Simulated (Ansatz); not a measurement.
H4O4Ti, SMILES `[OH][Ti]([OH])([OH])[OH]`. The species carries charge 0 and has multiplicity 1. All single points use the PBE0-D4/def2-TZVP geometry. It is one conformer, not always the lowest.

```xyz
9

O    -0.774    0.724    1.457
Ti    0.000    0.000    0.000
O    -0.841    0.626   -1.465
O    -0.129   -1.795    0.063
O     1.744    0.446   -0.055
H    -1.067    0.300    2.264
H    -0.471    0.985   -2.272
H    -0.684   -2.384   -0.450
H     2.222    1.100    0.457
```

(1) What is the dipole moment at B3LYP/def2-TZVPP? (Best estimate.)

(2) Give the Mulliken charges with B3LYP, ωB97M-V, r2SCAN in def2-TZVPP. (Estimate.)

Results:

(1) The calculation gave: 0.00 D, zero by symmetry or nearly so.

(2) Computed: 
| atom | B3LYP | ωB97M-V | r2SCAN |
| --- | --- | --- | --- |
| O1 | -0.48 | -0.45 | -0.49 |
| Ti2 | 1.16 | 1.09 | 1.14 |
| O3 | -0.48 | -0.45 | -0.49 |
| O4 | -0.48 | -0.45 | -0.49 |
| O5 | -0.48 | -0.45 | -0.49 |
| H6 | 0.19 | 0.18 | 0.21 |
| H7 | 0.19 | 0.18 | 0.21 |
| H8 | 0.19 | 0.18 | 0.21 |
| H9 | 0.19 | 0.18 | 0.21 |

B3LYP here is the variant with VWN-RPA as its local correlation; programs differ in this.
